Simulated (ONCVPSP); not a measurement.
# Ranking ONCV potentials for iridium (Ir)

All share these settings but for the change named:

iridium (Ir), optimised norm-conserving Vanderbilt (ONCV), made with ONCVPSP 4.0.1 (BLYP, scalar-relativistic). Core [Kr] 4d10 4f14, reference 5s2 5p6 5d7 6s1.75 (charge +0.25). Waves: 5s+6s: rc 1.70 bohr, ncon 4, nbas 8, qcut 6.1 1/bohr, 2 projectors; 5p: rc 1.70 bohr, ncon 4, nbas 7, qcut 6.6 1/bohr, 2 projectors, debl 0.5 Ha; 5d: rc 1.55 bohr, ncon 3, nbas 6, qcut 5.9 1/bohr, local. Local part: the d channel. Core correction: Teter function fitted to the true core (icmod 2), fcfact 0.25.

In the p channel the program set the typed energies aside and used -2.077, 0.250 Ha.

Cutoff: the first of the cutoffs (Ha) at which the residual kinetic energy of the hardest occupied pseudo-wave falls to 1 and 0.1 mHa per electron; the density cutoff is not measured.

The base gives 17 Ha.

Of 8 variants that were run, those that failed, showed a ghost or another fault, or gave nearly equal values are left out.

A variant can come out equal or close to the base.

(1) Rank these variants from softest to hardest (loose cutoff).
A. all radii but the core radius scaled by about 0.83 (s 1.42, p 1.42, d 1.28 bohr)
B. all radii but the core radius scaled by about 0.91 (s 1.54, p 1.54, d 1.40 bohr)
C. all radii but the core radius scaled by about 1.24 (s 2.12, p 2.12, d 1.92 bohr)
D. all radii but the core radius scaled by about 0.77 (s 1.30, p 1.30, d 1.20 bohr)

Results:

(1) C (15 Ha), B (18 Ha), A (42 Ha), D (88 Ha).
